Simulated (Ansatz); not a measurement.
The same path of CH3ClMgO + H2 (9 atoms, charge 0, multiplicity 1) was run twice with different band settings. Lost on the way: H5–H6. Made: Mg1–H6, O2–H5.

Method: Ansatz 0.2.0, RHF/def2-SVPD.

Relaxed end points:

```xyz
9
Properties=species:S:1:pos:R:3
Mg -1.016 0.306 1.077
O -0.157 0.206 -0.458
C 0.393 0.203 -1.712
Cl -2.338 0.610 2.842
H 0.905 -0.979 1.918
H 0.545 -0.948 2.577
H 0.880 -0.753 -1.934
H 1.150 0.987 -1.822
H -0.362 0.370 -2.488
```

```xyz
9
Properties=species:S:1:pos:R:3
Mg -0.630 -0.123 1.761
O 0.534 -0.266 0.071
C 0.287 0.152 -1.268
Cl -2.499 0.937 1.012
H 1.394 -0.640 0.176
H 0.271 -0.835 3.035
H 0.373 -0.697 -1.942
H 0.993 0.929 -1.551
H -0.723 0.543 -1.294
```

Common settings: movable images 5; climbing image yes; optimiser quadratic models (default); start path through a guess of the saddle point; force threshold 0.05 eV/Å; iteration limit 60; end points relaxed.

| run | spring |
| --- | --- |
| 1 | 5.0 eV/Å² |
| 2 | 2.0 to 10.0 eV/Å², energy-weighted |

Task: What does each run give, and how far can it be trusted?

Result: Run 1: converged after 14 iterations, highest image 0.977 eV above the first end. A vibrational analysis at the climbing image gives one clearly imaginary mode, 1682i cm⁻¹: a first-order saddle point.
Run 2: converged after 10 iterations, highest image 0.976 eV above the first end. Another band between the same ends (5 images) ends at a top of the same energy, where a vibrational analysis finds 1 clearly imaginary mode.
The orbitals stay closed-shell, which can raise the energy where a bond breaks towards radicals; this wasn't checked here.
